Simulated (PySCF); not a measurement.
PBE on Cl⁻ (chlorine, charge -1), [Ar], closed-shell 1S. All numbers are calculated (PySCF 2.14, scalar relativity by spin-free X2C-1e, in x2c-TZVPPall with one added diffuse shell each of s, p, d type (6s6p4d1f, 51 functions)).

```
cycle= 1 E= -461.517196341609  delta_E= -0.00989  |g|= 0.0101  |ddm|= 0.171
cycle= 2 E= -461.517210400102  delta_E= -1.41e-05  |g|= 0.0032  |ddm|= 0.0129
cycle= 3 E= -461.517208581647  delta_E= 1.82e-06  |g|= 0.00344  |ddm|= 0.00599
cycle= 4 E= -461.517214651344  delta_E= -6.07e-06  |g|= 9.53e-05  |ddm|= 0.00329
cycle= 5 E= -461.517214657403  delta_E= -6.06e-09  |g|= 2.15e-05  |ddm|= 0.000135
cycle= 6 E= -461.51721465773  delta_E= -3.27e-10  |g|= 2.67e-08  |ddm|= 2.46e-05
converged SCF energy = -461.51721465773  <S^2> = -1.5987212e-14  2S+1 = 1
```

Highest occupied orbital energy: 0.277 eV; ⟨L²⟩ = 0.00; populations by l: s 6.00, p 12.00, d 0.00, f 0.00.

Q: Can this result be used?

A: With care. Self-consistency was reached. At PBE the highest occupied level has a positive energy, so only the finite basis holds that electron; in a semilocal or global hybrid functional this comes from self-interaction and does not mean that the real anion is unbound.
